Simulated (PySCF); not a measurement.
A PySCF script (with the pyscf-properties extension) for the NMR shieldings of `C=C[C@@]1(CCC)[SiH2][C@H]1C`, C₈H₁₆Si, on a GFN2-xTB geometry:

```python
import basis_set_exchange as bse
import numpy as np
from pyscf import gto, dft
from pyscf.prop import nmr

atoms = """
C    -0.519712    1.834704   -1.827533
C    -0.876551    0.727534   -1.186139
C    -0.580521    0.391239    0.207522
C     0.651222    1.043541    0.813497
C     1.958988    0.739189    0.071958
C     2.359317   -0.729543    0.114824
Si   -2.116220    0.235109    1.359061
C    -0.893562   -1.035918    0.703906
C    -1.293840   -2.126144   -0.264324
H     0.062213    2.615331   -1.369118
H    -0.811454    2.004191   -2.849937
H    -1.483014    0.007365   -1.719218
H     0.751652    0.718055    1.852282
H     0.512514    2.127923    0.829357
H     2.753809    1.337365    0.526162
H     1.861362    1.049570   -0.969221
H     3.323888   -0.870436   -0.369300
H     1.627790   -1.340850   -0.404799
H     2.440782   -1.078598    1.142560
H    -1.988030    0.698813    2.727779
H    -3.423789    0.309518    0.736760
H    -0.144507   -1.394302    1.403302
H    -2.176564   -1.856319   -0.839153
H    -0.485351   -2.343531   -0.964070
H    -1.521356   -3.039661    0.282976
"""
names = dict.fromkeys(["C", "Si", "H"], "pcSseg-1")
basis = {el: gto.basis.parse(bse.get_basis(n, elements=[el], fmt="nwchem")) for el, n in names.items()}
mol = gto.M(atom=atoms, basis=basis, charge=0, verbose=0)
mf = dft.RKS(mol, xc="PBE0")
mf.grids.level = 2
mf.grids.alignment = dft.numint.BLKSIZE   # the property module wants whole blocks of grid points
mf.conv_tol = 1e-9
mf.kernel()

calc = nmr.RKS(mf)   # GIAO
C = mf.mo_coeff
Co = C[:, mf.mo_occ > 0]
resp = mf.gen_response(singlet=True, hermi=2)
def vind(x):   # induced exchange potential for any number of trial vectors
    d = np.einsum("pi,xij,qj->xpq", C, 2 * x.reshape(-1, C.shape[1], Co.shape[1]), Co, optimize=True)
    return np.einsum("xpq,pi,qj->xij", resp(d - d.transpose(0, 2, 1)), C, Co, optimize=True).ravel()
mo1, _ = nmr.rhf.solve_mo1(calc, with_cphf=vind)
sigma = calc.kernel(mo1)
for i, s in enumerate(sigma):   # ppm
    w = np.linalg.eigvalsh((s + s.T) / 2)
    print("%2d %-2s iso %8.1f  s11 %8.1f  s22 %8.1f  s33 %8.1f" % (i, mol.atom_pure_symbol(i), w.mean(), *w))
```

Q: Give the expected output.

A: 
```
 0 C  iso     70.7  s11    -43.9  s22     84.3  s33    171.6
 1 C  iso     42.3  s11    -86.4  s22     52.0  s33    161.4
 2 C  iso    154.4  s11    124.2  s22    154.3  s33    184.8
 3 C  iso    147.6  s11    136.8  s22    143.6  s33    162.5
 4 C  iso    166.3  s11    149.8  s22    171.5  s33    177.5
 5 C  iso    171.6  s11    159.6  s22    171.1  s33    184.2
 6 Si iso    472.8  s11    378.0  s22    388.8  s33    651.6
 7 C  iso    161.0  s11    133.0  s22    167.5  s33    182.4
 8 C  iso    171.3  s11    160.0  s22    168.5  s33    185.4
 9 H  iso     26.4  s11     22.1  s22     24.9  s33     32.2
10 H  iso     26.3  s11     23.0  s22     25.2  s33     30.6
11 H  iso     25.6  s11     22.5  s22     23.1  s33     31.1
12 H  iso     30.9  s11     25.4  s22     31.6  s33     35.6
13 H  iso     28.7  s11     23.6  s22     27.8  s33     34.7
14 H  iso     30.6  s11     24.4  s22     29.0  s33     38.2
15 H  iso     29.2  s11     23.7  s22     30.1  s33     33.9
16 H  iso     30.7  s11     25.7  s22     27.7  s33     38.6
17 H  iso     30.6  s11     25.2  s22     31.7  s33     34.9
18 H  iso     31.1  s11     27.2  s22     29.3  s33     36.8
19 H  iso     29.1  s11     23.3  s22     27.4  s33     36.5
20 H  iso     29.4  s11     23.6  s22     27.9  s33     36.5
21 H  iso     30.4  s11     25.2  s22     29.7  s33     36.3
22 H  iso     30.6  s11     25.8  s22     28.6  s33     37.4
23 H  iso     30.1  s11     24.6  s22     29.1  s33     36.7
24 H  iso     30.0  s11     25.2  s22     27.0  s33     37.8
```

These numbers come from an equivalent density-fitted implementation of the same equations, which agrees with the script to about 0.01 ppm for H and up to a few tenths of a ppm for heavy atoms, so last digits may differ.

Q: Turn these shieldings into chemical shifts. Shifts are taken against calculated references (same method and geometry level): TMS for 13C (186.93 ppm), 29Si (349.16 ppm), 1H (31.72 ppm).

A: Averaging equivalent atoms: C 1: 144.6; C 0: 116.3; C 3: 39.3; C 2: 32.5; C 7: 26.0; C 4: 20.6; C 8: 15.7; C 5: 15.3; Si 6: -123.6; H 11: 6.15; H 10: 5.45; H 9: 5.31; H 13: 2.99; H 19: 2.64; H 15: 2.47; H 20: 2.35; H 22/23/24: 1.48; H 21: 1.34; H 14: 1.16; H 16/17/18: 0.93; H 12: 0.83 ppm. 

Size and cost of the density-fitted run: 240 basis functions, 100 s wall time on 1 thread of an Arm Neoverse N1, shared host; peak memory 1.1 GiB.
